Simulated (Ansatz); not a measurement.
Basis-set extrapolation for C3H7AlO (`C=CC[O][AlH2]`) (PBE0-D4/def2-TZVP geometry, frozen core, Ansatz). Multiplicity 1, RHF reference.

```tsv
	def2-TZVPP	def2-QZVPP
HF	-434.554402	-434.570923
MP2 correlation	-0.810339	-0.866878
CCSD(T) correlation	-0.887842	not run
```

Energies in hartree. Use E(X) = E(∞) + A·exp(−7.88·√X) for Hartree–Fock and E(X) = E(∞) + B·X^(−2.97) for correlation, with X = 3 and 4, and add CCSD(T) minus MP2 of the smaller set to the MP2 limit.

Question: What is the CCSD(T) energy at the basis-set limit?

Answer: HF limit: -434.570923 + (-0.016521) × 0.13774 = -434.57320. MP2 limit: -0.866878 + (-0.056539) × 0.74074 = -0.90876. Higher-order term: -0.887842 − (-0.810339) = -0.07750. Total: -435.55946 hartree, 307.8 kJ/mol below CCSD(T)/def2-TZVPP.
